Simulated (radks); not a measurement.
The numbers below are computed, except where a source is named.
Species: Cs50+. Configuration: [He] 2s2 2p1 (the NIST ground configuration).

Code: a radial shooting solver on a logarithmic mesh with Libxc functionals. Model: non-relativistic Kohn-Sham, PBE, spin-polarised, spherical densities, point nucleus; open shells are filled with parallel spins first (spin-orbit coupling, left out, can overturn this in heavy ions); relativity is left out, which matters for an element this heavy.

Energy parts (eV):
| part | energy |
|---|---|
| total | -109724.13 |
| kinetic | 109720.12 |
| electron-nucleus | -222855.38 |
| Hartree | 4803.96 |
| exchange-correlation | -1392.83 |

Orbitals (lengths in bohr, moments of r in powers of bohr; <r^-3> diverges for s and p1/2):
orbital	occ.	eigenvalue (eV)	<r^-3>
1s up	1	-38952.25	-
1s down	1	-38937.01	-
2s up	1	-9196.296	-
2s down	1	-9169.540	-
2p up	1	-9054.316	6222
2p down	0	-9021.501	6208
3s up	0	-3978.010	-
3s down	0	-3970.632	-
3p up	0	-3930.658	1776
3p down	0	-3922.439	1774

The highest occupied level is 2p up at -9054.3 eV. The electron density at the nucleus is 1.167e+05 e/bohr^3.
